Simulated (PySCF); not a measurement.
## Assignment exercise: C$_{8}$H$_{9}$ClSi

Geometry:
```csv
atom,x (Å),y (Å),z (Å)
Cl1,4.690,-0.338,0.330
C2,2.991,-0.056,0.168
C3,2.537,1.205,-0.186
C4,1.178,1.421,-0.312
C5,0.257,0.401,-0.093
Si6,-1.579,0.725,-0.272
C7,-2.713,-0.705,-0.748
C8,-2.788,-0.316,0.734
C9,0.744,-0.856,0.260
C10,2.099,-1.092,0.393
H11,3.242,2.003,-0.359
H12,0.827,2.405,-0.588
H13,-1.950,2.081,-0.644
H14,-3.605,-0.514,-1.327
H15,-2.304,-1.681,-0.965
H16,-2.427,-1.052,1.439
H17,-3.725,0.112,1.059
H18,0.051,-1.665,0.436
H19,2.465,-2.069,0.668
```

- shieldings: GIAO PBE0/pcSseg-1
- coordinates at the GFN2-xTB level
- program: PySCF
- equivalent nuclei averaged, a single conformation, no solvent, non-relativistic Hamiltonian

Shifts are taken against calculated references (same method and geometry level): 13C (σ = 186.93 ppm) and 1H (σ = 31.72 ppm) vs TMS.

**Question.** Assign these signals to the numbered atoms. 13C{1H} NMR (computed): δ 148.2, 140.2, 135.2, 134.1, -0.2.

**Answer.** 
| δ (ppm) | atoms | environment | reason |
| --- | --- | --- | --- |
| 148.2 | C2 | aromatic carbon bearing chlorine | – |
| 140.2 | C4/C9 | aromatic CH | – |
| 135.2 | C5 | substituted aromatic carbon | – |
| 134.1 | C3/C10 | aromatic CH | the aromatic region |
| -0.2 | C7/C8 | three-membered-ring carbon | carbons of three-membered rings are unusually shielded |

C5 and C3/C10 lie closer than the usual error of such a calculation, so a measured spectrum could show them in the other order.

**Question.** Assign these signals to the numbered atoms. 1H NMR (400 MHz, computed): δ 7.56 (m, 2H), 7.54 (m, 2H), 3.60 (m, 1H), 0.86 (m, 2H), 0.79 (m, 2H).

**Answer.** 
```tsv
δ (ppm)	atoms	environment	reason
7.56	H12/H18	hydrogen on an aromatic CH	aromatic region
7.54	H11/H19	hydrogen on an aromatic CH	–
3.60	H13	hydrogen on a silicon bonded to 3 C, in a 3-membered ring	–
0.86	H15/H16	hydrogen on a three-membered-ring carbon	cyclopropane-type protons are shielded by the ring
0.79	H14/H17	hydrogen on a three-membered-ring carbon	–
```

H12/H18 and H11/H19; H15/H16 and H14/H17 lie closer than the usual error of such a calculation, so a measured spectrum could show them in the other order.

Carbons that carry Cl, above all several Cl atoms, come out too deshielded, partly because spin–orbit coupling is missing. Shifts are as computed. Against solution values, carbons near 30 ppm lie about +3 ppm off and those near 130 ppm about +5 ppm; carbons on Cl a further +6 ppm. Of 1309 compounds with measured shifts, 239 miss one by over three times the rms of a fit or turn the order of signals round; such compounds aren't used in these exercises. Multiplicities follow the n + 1 count of equivalent neighbours, as no J values were calculated; m marks all less simple cases, F and P coupling included.
